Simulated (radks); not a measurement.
Results of a calculation; reference values are marked as such.
All-electron atom: Mo4+ in [Kr] 4d(3/2: 1, 5/2: 0) 5p(1/2: 1, 3/2: 0) (not the ground configuration).

Level of theory: Dirac Kohn-Sham, relativistic LDA (MacDonald-Vosko exchange, VWN5 correlation), spin-unpolarised, spherical densities, finite nucleus; Fermi nuclear charge, rms radius 4.4091 fm (a radial shooting solver on a logarithmic mesh with Libxc functionals).

Energy parts (eV):
part                       energy
total                 -109832.840
kinetic                113608.253
electron-nucleus      -263316.316
Hartree                 42943.012
exchange-correlation    -3067.788

Orbitals (lengths in bohr, moments of r in powers of bohr; <r^-3> diverges for s and p1/2; r(90%) holds 90 % of the orbital's charge):
orbital  occ.  eigenvalue (eV)  r(90%)     <r^2>  <r^-3>
1s1/2       2        -19761.05  0.0632  0.001680       -
2s1/2       2        -2842.494   0.238   0.02795       -
2p1/2       2        -2623.577   0.214   0.02107       -
2p3/2       4        -2517.909   0.221   0.02243    2383
3s1/2       2        -529.3280   0.636    0.2119       -
3p1/2       2        -445.4947   0.642    0.2095       -
3p3/2       4        -428.0374   0.657    0.2199   398.8
3d3/2       4        -278.7198   0.661    0.2052   58.42
3d5/2       6        -275.3941   0.666    0.2085   55.70
4s1/2       2        -116.7367    1.56     1.317       -
4p1/2       2         -91.8996    1.71     1.538       -
4p3/2       4         -89.1263    1.74     1.606   63.65
4d3/2       1         -51.2084    2.23     2.507   6.308
4d5/2       0         -50.8559    2.24     2.538   6.012
5p1/2       1         -32.5702    3.89     8.373       -
5p3/2       0         -32.0035    3.95     8.642   13.10

The highest occupied level is 5p1/2 at -32.570 eV. The configuration is held as typed, so some empty levels lie below it. The electron density at the nucleus is 8.99e+04 e/bohr^3. The density falls to 0.001 e/bohr^3 at r = 3.84 bohr. Summed over all electrons, <r^2> = 27.00 bohr^2, which gives a Langevin (diamagnetic) susceptibility term of -21.4 x 10^-6 cm^3/mol.
